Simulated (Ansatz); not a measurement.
`[CH3][SnH2][GeH3]` + `C#[C][GaH][Cl]` → `[Cl][GaH][GeH3]` + `C#[C][SnH2][CH3]` at 400 K and 1 bar (redistribution).

Computed with Ansatz on PBE0-D4/def2-TZVP structures; ΔE is electronic, products minus reactants. CCSD(T)/CBS is the MP2 limit (def2-TZVPP, def2-QZVPP) plus CCSD(T) − MP2 in def2-TZVPP, frozen cores. Elements past krypton have def2 core potentials. For Ga, Ge, Sn outer-core shells are correlated without core-valence functions, which leaves a few kJ/mol of doubt a bond. Scalar relativity is left out up to krypton.

| species | CCSD(T)/CBS energy (Eh) | H − E (kJ/mol) | S (J/(mol·K)) |
| --- | --- | --- | --- |
| `[CH3][SnH2][GeH3]` | -2332.99556 | 226.6 | 411.3 |
| `C#[C][GaH][Cl]` | -2461.01543 | 96.6 | 351.7 |
| `[Cl][GaH][GeH3]` | -4462.28367 | 111.1 | 390.3 |
| `C#[C][SnH2][CH3]` | -331.71794 | 212.0 | 383.3 |

H − E and S are ideal-gas, rigid-rotor, harmonic terms from PBE0-D4/def2-TZVP. 1 Eh = 2625.50 kJ/mol, R = 8.31446 J/(mol·K).

By hand: ΔE, ΔH, ΔS and ΔG.

ΔE = (-4462.28367) + (-331.71794) − (-2332.99556) − (-2461.01543) = 0.00938 Eh = 24.6 kJ/mol. Δ(H − E) = 111.1 + 212.0 − 226.6 − 96.6 = -0.1, so ΔH = 24.5 kJ/mol. ΔS = 390.3 + 383.3 − 411.3 − 351.7 = 10.6 J/(mol·K). ΔG = 24.5 − 400 × (10.6)/1000 = 20.3 kJ/mol.

By hand: the equilibrium constant, and the temperature at which ΔG would vanish if ΔH and ΔS stayed fixed.

log₁₀ K = −ΔG/(RT ln 10) = -2.7. ΔG = 0 at ΔH/ΔS = 2311 K, though so small a ΔS makes that figure unsure.

The number of gas molecules stays the same, so ΔS is small and ΔH decides. A doubt of 5 kJ/mol in ΔE shifts log₁₀ K by 0.7 here. Modes under 60 cm⁻¹, often nearly free rotors, make the harmonic entropy too high. These are equilibria of isolated gas molecules and say nothing of rates. Largest T1 diagnostic: 0.013 (customary marks: 0.02 for closed shells, 0.045 for open ones).
